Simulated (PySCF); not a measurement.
## In₂F⁺ at several levels of theory

All levels use the PBE0 minimum (singlet; F–In 2.198 Å (×2); In–F–In 180.0°), basis [F def2-TZVP, In def2-TZVP with ECP28], scalar-relativistic core potentials, density fitting, no spin–orbit coupling, PySCF. For vertical energies the ionised species is a doublet (spins chosen at PBE0 and kept) and the electron-attached one a doublet. Open shells are unrestricted, also as the reference of the correlated levels. A dash marks a value that was not computed or is not defined at that level.

Coordinates in bohr (charge 1 multiplicity 1):
```
F     0.0000    0.0000    0.0000
In    0.0000    0.0000    4.1535
In    0.0000    0.0000   -4.1535
```

```csv
level,vertical IP (eV),vertical EA (eV),−ε(HOMO) (eV),gap (eV)
PBE0,14.00,4.23,12.10,6.43
HF,13.41,3.30,13.85,10.50
MP2,14.49,3.70,–,–
PBE,?,?,?,?
r2SCAN,13.98,4.44,11.47,5.26
B3LYP,14.17,4.32,12.06,6.07
TPSSh,13.83,4.25,11.54,5.55
M06-2X,?,?,?,?
CAM-B3LYP,14.39,4.10,13.41,8.53
```

Task: Fill in the row of M06-2X.

Result: vertical IP (eV) 13.98, vertical EA (eV) 3.96, −ε(HOMO) (eV) 12.63, gap (eV) 7.67.

Task: Fill in the row of PBE.

Result: vertical IP (eV) 13.92, vertical EA (eV) 4.39, −ε(HOMO) (eV) 11.22, gap (eV) 4.79.
